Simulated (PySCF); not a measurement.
Compound: C2H6BNSi.
Bonds: C1–C2 (triple), C2–B3, B3–N4, N4–Si5. Hydrogens: H6 on C1; H7 on B3; H8 on N4; H9, H10, H11 on Si5.

Jobs on this species (11 atoms, 44 electrons) with PySCF (density fitting). Hardware of each: an Intel Xeon 6975P-C with one thread, on a shared host. The host was shared with other jobs, so the times are rough. Peak memory is the resident size of the whole Python process, interpreter and libraries included.

```
                                                                 level and settings                                                          work  basis functions  SCF cycles  wall time  peak memory
    delta-SCF UKS SCAN, pcX-2 on the ionised atom, pcseg-1 elsewhere, spin-free X2C                                 ΔSCF core ionisation, 6 holes              146           ?          ?            ?
     delta-SCF UKS PBE, pcX-2 on the ionised atom, pcseg-1 elsewhere, spin-free X2C                                 ΔSCF core ionisation, 6 holes              146          99       12 s     0.53 GiB
    delta-SCF UKS PBE0, pcX-2 on the ionised atom, pcseg-1 elsewhere, spin-free X2C                                 ΔSCF core ionisation, 6 holes              146          90       21 s     0.53 GiB
   delta-SCF UKS B3LYP, pcX-2 on the ionised atom, pcseg-1 elsewhere, spin-free X2C                                 ΔSCF core ionisation, 6 holes              146          93       22 s     0.53 GiB
delta-SCF UKS SCAN, def2-TZVP on the ionised atom, pcseg-1 elsewhere, spin-free X2C                                 ΔSCF core ionisation, 6 holes              123         105       19 s     0.53 GiB
                                                 PBE0-D3(BJ)/def2-SVP, grid level 1  geometry optimisation from a GFN2-xTB start shaken at random              104          56       18 s     0.43 GiB
 delta-SCF UKS SCAN, pcX-2 on the ionised atom, pcseg-1 elsewhere, non-relativistic                                 ΔSCF core ionisation, 6 holes              146         101       19 s     0.53 GiB
    delta-SCF UKS SCAN, pcX-1 on the ionised atom, pcseg-1 elsewhere, spin-free X2C                                 ΔSCF core ionisation, 6 holes              126         103       15 s     0.53 GiB
      delta-SCF UKS HF, pcX-2 on the ionised atom, pcseg-1 elsewhere, spin-free X2C                                 ΔSCF core ionisation, 6 holes              146         105       14 s     0.53 GiB
```

Task: Fill in the missing figures.

Result: 
- delta-SCF UKS SCAN, pcX-2 on the ionised atom, pcseg-1 elsewhere, spin-free X2C; ΔSCF core ionisation, 6 holes: 19 s, 0.51 GiB, 103 SCF cycles

Task: What do all jobs in the table cost together?

Result: About 2.6 min; the longest takes about 14 % of that, and about 1.8 times as long as the shortest.
